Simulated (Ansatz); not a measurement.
Start from `[Br][AlH][Br]` and change one atom or group to get `[Cl][Al]([Br])[Br]`.

Ansatz, PBE0-D4/def2-TZVP geometries, multiplicity 1. 

Scalar relativity is left out up to krypton.

```tsv
property	`[Br][AlH][Br]`
LUMO energy (PBE0/def2-TZVPP) / eV	-1.65
HOMO energy (ωB97M-V/def2-TZVPP) / eV	-10.85
size of the dipole moment (PBE/def2-TZVPP) / D	0.78
HOMO–LUMO gap (B3LYP/def2-TZVPP) / eV	6.54
zero-point energy (PBE0-D4/def2-TZVP) / kJ/mol	24.0
size of the dipole moment (B3LYP/def2-TZVPP) / D	0.88
```

**Question.** What does the change do to each property? (Best estimate.)

**Answer.** The calculation gave: 
```csv
property,`[Cl][Al]([Br])[Br]`,shift
LUMO energy (PBE0/def2-TZVPP) / eV,-1.46,0.19
HOMO energy (ωB97M-V/def2-TZVPP) / eV,-10.97,-0.12
size of the dipole moment (PBE/def2-TZVPP) / D,0.18,-0.60
HOMO–LUMO gap (B3LYP/def2-TZVPP) / eV,6.78,0.24
zero-point energy (PBE0-D4/def2-TZVP) / kJ/mol,10.6,-13.4
size of the dipole moment (B3LYP/def2-TZVPP) / D,0.16,-0.72
```

With PBE0 the HOMO falls by 0.12 eV and the LUMO rises by 0.19 eV, so the gap widens by about 0.31 eV. PBE moves the HOMO by -0.10 eV and ωB97M-V by -0.12 eV. Dipoles are sizes alone; their direction can turn.

B3LYP here is the variant with VWN-RPA as its local correlation; programs differ in this.

Spin–orbit coupling is left out; it splits and shifts lone-pair levels of the heavy atoms by tenths of an eV.
